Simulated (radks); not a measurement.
Values are calculated unless marked as measured or tabulated.
All-electron atom: Cr IV in [Ar] 3d3. Level of theory: scalar-relativistic Kohn-Sham, r2SCAN, spin-unpolarised, spherical densities, finite nucleus; meta-GGA in the generalised Kohn-Sham scheme; Fermi nuclear charge, rms radius 3.6452 fm (a radial shooting solver on a logarithmic mesh with Libxc functionals).

Normalised radial functions P(r) = r R(r), r in bohr:

r	3p
0.002365	0.0010
0.003006	0.0015
0.003821	0.0024
0.004858	0.0038
0.006176	0.0059
0.007851	0.0093
0.009981	0.0145
0.01269	0.0225
0.01613	0.0347
0.0205	0.0529
0.02607	0.0796
0.03314	0.1176
0.04212	0.1701
0.05355	0.2392
0.06808	0.3241
0.08654	0.4192
0.1109	0.5125
0.141	0.5705
0.1792	0.5594
0.2278	0.4391
0.2896	0.1866
0.3682	-0.1817
0.4681	-0.5988
0.595	-0.9480
0.7564	-1.1125
0.9616	-1.0422
1.222	-0.7932
1.554	-0.4853
1.976	-0.2309
2.511	-0.0810
3.193	-0.0196
4.059	-0.0030

3p: eigenvalue -85.196 eV, 1 radial node at r = 0.329 bohr, <r> = 0.939 bohr, 90 % of the charge inside 1.44 bohr.
